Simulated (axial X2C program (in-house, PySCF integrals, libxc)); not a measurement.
**NaCr⁺: cheaper levels and CCSD(T), 2c**

Calculated with an in-house relativistic program for diatomic molecules. Two-component (2c) means X2C with spin–orbit coupling and atomic mean-field two-electron Coulomb and Gaunt terms. Basis: Cr dyall-cv3z [9s10p6d3f2g], Na dyall-cv3z [9s8p5d2f] (cores contracted in-house); Gaussian nuclei, density fitting, unrestricted open shells. Masses: Cr 51.941 u, Na 22.990 u.

State: Ω = 3 (⟨Sz⟩ = 3.00, ⟨Lz⟩ = 0.00 at HF); fragments Cr + Na+.

```tsv
level	Re (Å)	ωe (cm⁻¹)	De (eV)
PBE0	3.227	116.1	0.611
HF	3.365	113.8	0.677
MP2	3.217	124.1	0.660
CCSD	3.224	123.4	0.674
PW91	3.217	113.1	0.612
```

Correlated methods: 14 electrons correlated (number of frozen shells: Cr 3 s, 2 p; Na 1 s), 286 virtual spin orbitals or spinors in MP2, 90 natural virtuals in coupled cluster.

CCSD(T), same Hamiltonian and basis:

Re = 3.216 Å, ωe = 124.1 cm⁻¹, De = 0.67 eV; T1 = 0.013 (Lee–Taylor normalisation).

(1) Give the differences from CCSD(T) in the columns below.

Occupations by symmetry block were frozen at the best pattern of an incomplete PBE0 search. De is counted from the lowest determinant-based energies of the atoms at the same level, without counterpoise correction. Density functionals use the spin component along the axis (collinear). CCSD and (T) use frozen natural virtuals with an MP2 correction for the truncation; (T) itself is uncorrected, so its De runs slightly low. Other states lie close and PBE0, whose exact exchange favours high spin, may order them wrongly; the determinant shown need not be the ground state. The nearest other 2c determinant of the search, Ω = 2, lies 0.85 eV up at the distance of the search. With several unpaired electrons one determinant need not be a pure state. Open-shell Ω = 0 determinants with evenly filled partner blocks cannot be reached by this program, so the Ω shown need not be the lowest component.

Answers

(1) 

```
level  ΔRe (Å)  Δωe (cm⁻¹)  ΔDe (eV)
 PBE0    0.011        -8.0     -0.06
   HF    0.149       -10.3      0.01
  MP2    0.001         0.0     -0.01
 CCSD    0.008        -0.7      0.00
 PW91    0.001       -11.0     -0.06
```
